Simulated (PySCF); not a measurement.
SiHF2Br, SMILES [SiH](F)(Br)F. Heavy atoms are numbered as in [SiH:1]([F:2])([F:3])[Br:4]. Hydrogens are named by the atom that carries them.

Geometry optimised at ωB97X-D3(BJ)/def2-SVP.

Method: PySCF with r2SCAN/def2-TZVPD.

Mulliken values depend strongly on the basis, most of all with diffuse functions as here. ESP charges are fitted to the potential on shells at 1.4 to 2.0 van der Waals radii. Atomic charges (e), one atom of each kind:

| atom | Mulliken | ESP fit |
|---|---|---|
| Si1 (SiH) | 0.75 | [?] |
| F2 | -0.26 | [?] |
| Br4 | -0.20 | [?] |
| H on Si1 | -0.01 | [?] |

What belongs in the gaps? (An estimate is asked for; the answer gives what the named calculation found.)


- Si1 (SiH), ESP fit: 0.32
- F2, ESP fit: -0.15
- Br4, ESP fit: -0.05
- H on Si1, ESP fit: 0.03
